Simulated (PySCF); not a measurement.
These 2 structures share the formula C6H5NO2. Level of theory: PBE0-D3(BJ)/def2-SVP geometry optimisation, gas phase in PySCF 2.14.0. One conformer each; no zero-point energy, no entropy. No frequencies were run at this level. Point groups hold within 0.08 Å.

Task: Order them by energy at this level, lowest first, and give relative energies in kJ/mol.
A. `[O:1]=[CH:2][O:3][c:4]1[cH:5][cH:6][cH:7][cH:8][n:9]1` with O1–C2–O3–C4 0°, C2–O3–C4–C5 4°
B. `[O:1]=[CH:2][O:3][c:4]1[cH:5][cH:6][cH:7][n:8][cH:9]1` with O1–C2–O3–C4 2°, C2–O3–C4–C5 -8°

Result: A (0.0), B (19.3).

| SMILES | E (Eh) | E rel (kJ/mol) | dipole (D) | point group | A, B, C (MHz) |
| --- | --- | --- | --- | --- | --- |
| O=COc1ccccn1 | -436.04601 | 0.0 | 1.66 | near Cs | 4411, 1200, 943.6 |
| O=COc1cccnc1 | -436.03865 | 19.3 | 0.78 | near Cs | 4438, 1174, 929.4 |

Task: How do the relative energies change in single points at PBE0/pcSseg-1 (no added dispersion term) on the same geometries?

Result: 
```csv
SMILES,PBE0-D3(BJ)/def2-SVP (kJ/mol),PBE0/pcSseg-1 (kJ/mol),shift
O=COc1ccccn1,0.0,0.0,0.0
O=COc1cccnc1,19.3,18.2,-1.1
```

Each column counts from its own lowest isomer. The order is unchanged; the largest shift is 1.1 kJ/mol.

Task: As an exercise, what shares would exp(−E/RT) give at 500 K from these electronic energies alone (no entropy, no degeneracies)?

Result: RT = 4.157 kJ/mol: O=COc1ccccn1 99.0 %, O=COc1cccnc1 1.0 %.
